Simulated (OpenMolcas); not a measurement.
Au5+: moving or changing the point charges

Au5+ among 6 point charges of -1.5 e arranged as a tetragonal octahedron (D4h), 1.84 Å from the ion, with the axial distance 1.969 Å.
```
   1.8400    0.0000    0.0000  -1.50
   0.0000    1.8400    0.0000  -1.50
  -1.8400    0.0000    0.0000  -1.50
   0.0000   -1.8400    0.0000  -1.50
   0.0000    0.0000    1.9688  -1.50
   0.0000    0.0000   -1.9688  -1.50
```

```
Program             : OpenMolcas
Method              : CASSCF
Basis               : ANO-RCC-VDZP [7s6p4d2f]
Scalar Hamiltonian  : DKH2, point nucleus
Active space        : 6 electrons in 5 orbitals (5d)
State averaging     : 2S+1 = 5 even, 5 roots; 2S+1 = 3 even, 45 roots; 2S+1 = 1 even, 50 roots
Spin-orbit coupling : RASSI with atomic mean-field integrals over the reference wave functions
```

Runs around this geometry, states (labels of D4, the rotations of D4h). Energies in cm-1 above the lowest state or level, χT in cm3 K/mol.

| R (Å) | q (e) | Axial / equatorial distance | Ground state | First state of that spin | First gap with spin-orbit (degeneracies) | χT at 300 K | First state of another spin |
| --- | --- | --- | --- | --- | --- | --- | --- |
| 1.84 | -1.5 | 0.98 | 5B2 | 5E 575.7 | 417.1 (1, 1) | 3.530 | 3A2 15763 |
| 1.84 | -1.2 | 1.07 | 5E | 5B2 1398 | 30.5 (1, 1) | 4.405 | 3E 17489 |
| 1.7 | -1.5 | 1.07 | 5E | 5B2 2089 | 17.8 (1, 1) | 2.369 | 3E 13417 |
| 1.84 | -1.5 | 1.07 | 5E | 5B2 1751 | 76.1 (1, 1) | 3.861 | 3E 16319 |
| 2.04 | -1.5 | 1.07 | 5E | 5B2 1368 | 47.2 (1, 1) | 4.712 | 3E 18623 |

Taking the first state of the same spin as R^-n, n = -ln(1368 / 2089) / ln(2.04 / 1.7) = 2.3 between the shortest and longest distance.

Scaling the charges by -1.2 / -1.5 = 0.80 scales the first state of the same spin by 1398 / 1751 = 0.80; with fixed orbitals a first-order splitting would follow the charge.

The ground state changes within this set.

Without dynamic correlation the repulsion within the d shell is too large (B by tens of per cent), so at a given field states of lower spin stand too high. Point charges give a weaker field than real ligands, and real ions of this kind are as a rule low spin; the high spin found here belongs to the model. Spin-orbit coupling mixes the spin-free states strongly: the lowest level takes only 54 % from its leading state, 5B2 (figures for R = 1.84, q = -1.5, ratio = 0.98; the like holds for R = 1.84, q = -1.2, ratio = 1.07, R = 1.7, q = -1.5, ratio = 1.07, R = 1.84, q = -1.5, ratio = 1.07, R = 2.04, q = -1.5, ratio = 1.07). An orbital doublet at a regular site is open to a Jahn-Teller distortion, which this geometry leaves out (holds for R = 1.84, q = -1.2, ratio = 1.07; R = 1.7, q = -1.5, ratio = 1.07; R = 1.84, q = -1.5, ratio = 1.07). This shell can be high or low spin here, a state of another spin lies low, and with metal d orbitals alone active their balance is uncertain, so the ground spin may be wrong (holds for R = 1.7, q = -1.5, ratio = 1.07). Point charges carry no covalency, so the field is a model and not that of real ligands. No measured value stands beside these numbers.
